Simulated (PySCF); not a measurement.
boron oxyfluoride (BFO), SMILES O=BF. Coordinates come from a PBE-D3(BJ)/def2-TZVP optimisation.

The numbers are results of PBE-D3(BJ)/def2-TZVP (PySCF 2.14.0), not measurements.

Harmonic wavenumbers (cm⁻¹): 491, 491, 991, 2067. Rotational constants (GHz): 9.174 (linear); symmetry number 1.

**Question.** Work out the zero-point energy and the ideal-gas rigid-rotor harmonic-oscillator thermochemistry at 298.15 K and 1 atm.

**Answer.** ZPE = ½ Σ hcν = ½ × 4039 cm⁻¹ = 24.16 kJ/mol. H − E(el) = 34.15 kJ/mol. Entropy in J/(mol K): translation 156.44, rotation 62.51, vibration 6.12, total 225.07. G − E(el) = -32.95 kJ/mol. Cp = 41.39 J/(mol K).
